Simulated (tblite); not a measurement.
Species: C₂H₅NO₄Si.
Cartesian coordinates in Å at the GFN2-xTB level; atoms count from 1:
```
atom  x, y, z in Å
C1     2.463   -0.686   -0.045
N2     1.324   -0.394    0.375
Si3   -0.001    0.477   -0.293
O4    -0.418    1.721    0.649
O5     0.226    0.978   -1.810
O6    -1.246   -0.665   -0.342
C7    -2.096   -0.876    0.623
O8    -2.171   -0.271    1.655
H9     3.127   -1.254    0.603
H10    2.851   -0.411   -1.027
H11   -0.893    1.508    1.456
H12   -0.387    1.580   -2.227
H13   -2.781   -1.704    0.366
```

Computed values, GFN2-xTB/tblite, gas phase, harmonic and unscaled. This tight-binding method is rough: wavenumbers can miss measured ones by several per cent, in bad cases by 10 to 20. One conformer, not necessarily the lowest.

Harmonic wavenumbers (cm⁻¹): 44.5, 80.8, 124.5, 146.1, 163.9, 204.6, 227.8, 239.4, 275.2, 323.3, 363.0, 441.8, 503.3, 617.5, 735.0, 755.0, 825.3, 889.2, 940.7, 949.2, 982.2, 1011.6, 1149.3, 1218.9, 1372.8, 1437.3, 1768.1, 1783.1, 2803.9, 2909.8, 2981.8, 3552.4, 3638.4.

A = 2627, B = 1339, C = 1193 MHz; mass 134.999 u (most abundant isotopes); point group C1, symmetry number 1.

Problem. Zero-point energy?

Solution. ½Σν̃ = 17730 cm⁻¹ = 212.10 kJ/mol.

Problem. Entropy at 273.15 K, 1 bar (ideal gas, RRHO, classical rotation)?

Solution. Translation 168.21, rotation 119.11, vibration 116.33: S = 403.7 J/(mol K).

Problem. And Cp and H(273.15 K) − H(0)?

Solution. Cp = 145.67 J/(mol K), of which vibrations give 112.41 (their classical limit is 33 R = 274.4); H(273.15 K) − H(0) = 25.94 kJ/mol without the zero-point energy, 16.85 from vibrations.

Problem. What must be added to the electronic energy to get the Gibbs energy at 273.15 K and 1 bar?

Solution. ZPE + [H(273.15 K) − H(0)] − T·S = 212.10 + 25.94 − 110.26 = 127.78 kJ/mol.

Problem. How do the functions run with temperature in this model?

Solution. 
```json
{"T (K)": "150", "S (J/(mol K))": "329.0", "Cp (J/(mol K))": "105.7", "H − H(0) (kJ/mol)": "10.36", "G − H(0) (kJ/mol)": "-38.99", "ln q(vib)": "3.11"}
{"T (K)": "250", "S (J/(mol K))": "391.1", "Cp (J/(mol K))": "138.9", "H − H(0) (kJ/mol)": "22.64", "G − H(0) (kJ/mol)": "-75.12", "ln q(vib)": "5.94"}
{"T (K)": "298.15", "S (J/(mol K))": "416.7", "Cp (J/(mol K))": "152.7", "H − H(0) (kJ/mol)": "29.67", "G − H(0) (kJ/mol)": "-94.57", "ln q(vib)": "7.24"}
{"T (K)": "400", "S (J/(mol K))": "465.2", "Cp (J/(mol K))": "177.8", "H − H(0) (kJ/mol)": "46.55", "G − H(0) (kJ/mol)": "-139.55", "ln q(vib)": "9.88"}
{"T (K)": "600", "S (J/(mol K))": "544.4", "Cp (J/(mol K))": "212.4", "H − H(0) (kJ/mol)": "85.84", "G − H(0) (kJ/mol)": "-240.81", "ln q(vib)": "14.57"}
{"T (K)": "900", "S (J/(mol K))": "636.9", "Cp (J/(mol K))": "243.1", "H − H(0) (kJ/mol)": "154.59", "G − H(0) (kJ/mol)": "-418.64", "ln q(vib)": "20.62"}
```

q(vib) and H(0) count from the zero-point level.

Problem. Which modes carry the vibrational entropy at 273.15 K?

Solution. 44.5 cm⁻¹: 20.40; 80.8 cm⁻¹: 15.48; 124.5 cm⁻¹: 11.97; 146.1 cm⁻¹: 10.69; 163.9 cm⁻¹: 9.79; 204.6 cm⁻¹: 8.08 J/(mol K); the other 27 give 39.92 together.

Problem. Blend soft modes into free rotors: weight 1/[1 + (100 cm⁻¹/ν̃)⁴] for the oscillator and the rest for a rotor with moment μB/(μ + B), μ = h/(8π²ν), B = 10⁻⁴⁴ kg m². What vibrational entropy results?

Solution. 108.60 J/(mol K) in place of 116.33, which changes −T·S at 273.15 K by +2.11 kJ/mol.

Hindered rotation and anharmonicity are outside this model. Other conformers, if any are populated, would add a mixing term that is left out. The structure is chiral; the term R ln 2 for an equal mix with its mirror image is left out.

On Arm Neoverse N1, one thread, shared host with 64 logical CPUs at a one-minute load of 58, this took 0.62 s wall. The figure is for the frequency step alone.
